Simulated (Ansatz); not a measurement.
Species: sum formula CaOH (charge 0, doublet). It need not be the lowest isomer of its formula. 
Geometry from a B3LYP-D3(BJ)/def2-TZVP (Ansatz, a program for electronic structure) optimisation:
SMILES: [Ca][OH]
```xyz
3

Ca     0.0000     0.0000    -0.6473
O      0.0000     0.0000     1.3322
H      0.0000     0.0000     2.2876
```
Charge 0, spin multiplicity 2.

Parts of the frozen-core correlation energy in def2-SVP (Ansatz, hartree). Frozen orbitals: 10; correlated occupied orbitals by spin: 5 and 4; virtual: 28 and 29. UHF or UKS for open shells. Spin-orbit coupling is left out. No relativistic terms.

```csv
term,value
reference (HF),-752.09721
MP2 opposite-spin,-0.15369
MP2 same-spin,-0.05620
CCSD correlation,-0.21362
(T),-0.00437
CCSDT minus CCSD(T),-0.00020
CCSDT(Q) minus CCSD(T),-0.00093
T1 diagnostic,0.018
largest doubles amplitude,0.041
<S^2> of the reference,0.750
```
